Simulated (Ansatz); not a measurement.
Stepwise reaction of `[GeH3][SiH2][GeH3]` with hydrogen chloride, as a gas-phase model of exchange steps in deposition or etching. ΔE in kJ/mol; ΔG adds harmonic PBE0-D4 terms to CCSD(T)/CBS, at 1 bar.

Gas-phase electronic energies from Ansatz, PBE0-D4/def2-TZVP geometries. CCSD(T)/CBS is the MP2 limit (def2-TZVPP, def2-QZVPP) plus CCSD(T) − MP2 in def2-TZVPP, frozen cores. This one scheme is used for every species. DFT in def2-TZVPP. B3LYP here is the variant with VWN-RPA as its local correlation; programs differ in this. For Ge outer-core shells are correlated without core-valence functions, which leaves a few kJ/mol of doubt a bond. Scalar relativity is left out up to krypton.

```tsv
step	reaction	PBE-D4	B3LYP-D4	ωB97M-V	CCSD(T)/CBS	ΔG(600 K)
1	`[GeH3][SiH2][GeH3]` + HCl → `Cl[SiH2][GeH3]` + GeH₄	-57.6	-68.3	-71.9	-66.1	-60.2
```

Problem. Give the row of step 2, `Cl[SiH2][GeH3]` + HCl → `Cl[SiH2]Cl` + GeH₄. (Estimate.)

Solution. Computed: 
| step | reaction | PBE-D4 | B3LYP-D4 | ωB97M-V | CCSD(T)/CBS | ΔG(600 K) |
| --- | --- | --- | --- | --- | --- | --- |
| 2 | `Cl[SiH2][GeH3]` + HCl → `Cl[SiH2]Cl` + GeH₄ | -73.1 | -82.0 | -87.5 | -82.3 | -69.0 |

Problem. By hand: ΔE of the 2 steps together at CCSD(T)/CBS.

Solution. (-66.1) + (-82.3) = -148.4 kJ/mol, or -74.2 kJ/mol a step.

In ΔE each step is lower than the one before. All are downhill at CCSD(T)/CBS. ΔG lies between -69.0 and -60.2 kJ/mol a step. PBE-D4 differs from CCSD(T)/CBS by 8.5 to 9.2 kJ/mol a step. Isolated molecules leave out the surface, adducts and barriers. Largest T1 diagnostic: 0.012.
